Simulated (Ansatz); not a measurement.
Stepwise reaction of `CN(C)[Si]N(C)C` with water, as a gas-phase model of exchange steps in deposition or etching. ΔE in kJ/mol.

Calculated with Ansatz (gas phase, PBE0-D4/def2-TZVP geometries, no zero-point term in ΔE). CBS: MP2 limit from def2 TZ/QZ plus the TZ coupled-cluster correction, frozen cores. This one scheme is used for every species. Functionals use def2-TZVPP. B3LYP here is the variant with VWN-RPA as its local correlation; programs differ in this. Each species was taken in one conformer, which may not be the lowest.

| step | reaction | PBE-D4 | B3LYP-D4 | ωB97M-V | CCSD(T)/CBS |
| --- | --- | --- | --- | --- | --- |
| 1 | `CN(C)[Si]N(C)C` + H₂O → `CN(C)[Si]O` + `CNC` | -41.1 | -45.7 | -48.2 | -40.4 |
| 2 | `CN(C)[Si]O` + H₂O → `O[Si]O` + `CNC` | -34.3 | -39.6 | -44.8 | -37.5 |

(1) By hand: ΔE of the 2 steps together at CCSD(T)/CBS.

## Answers

(1) (-40.4) + (-37.5) = -77.9 kJ/mol, or -39.0 kJ/mol a step.

In ΔE the steps differ by no more than 2.9 kJ/mol. All are downhill at CCSD(T)/CBS. PBE-D4 differs from CCSD(T)/CBS by -0.7 to 3.2 kJ/mol a step. Isolated molecules leave out the surface, adducts and barriers. Largest T1 diagnostic: 0.015.
